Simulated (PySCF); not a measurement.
**Ge⁺: ionisation energy**

Ge⁺ [Ar] 3d10 4s2 4p1 (2P) → Ge²⁺ [Ar] 3d10 4s2 (1S), as a difference of total energies. Computed with PySCF 2.14 in cc-pVTZ-PP with ECP10MDF (5s4p3d1f, 39 functions), with scalar relativity through the core potential. Correlated levels: valence: 3s2 3p6 3d10 frozen. The calculations carry no spin-orbit coupling.

```json
{"method": "UHF", "ionisation energy (eV)": "15.246"}
{"method": "PBE", "ionisation energy (eV)": "15.689"}
{"method": "BP86", "ionisation energy (eV)": "15.828"}
{"method": "MP2 (valence)", "ionisation energy (eV)": "15.482"}
{"method": "SCS-MP2 (valence)", "ionisation energy (eV)": "15.469"}
{"method": "CCSD (valence)", "ionisation energy (eV)": "15.554"}
{"method": "CCSD(T) (valence)", "ionisation energy (eV)": "15.576"}
```

Task: How much does correlation contribute at CCSD(T) (valence)?

Result: 15.576 − (15.246) = 0.330 eV, measured against UHF.

Errors of the correlated levels include the incompleteness of this basis and the frozen core.

For comparison: 15.789 eV (measured; NIST levels, between the centres of gravity of the two terms).
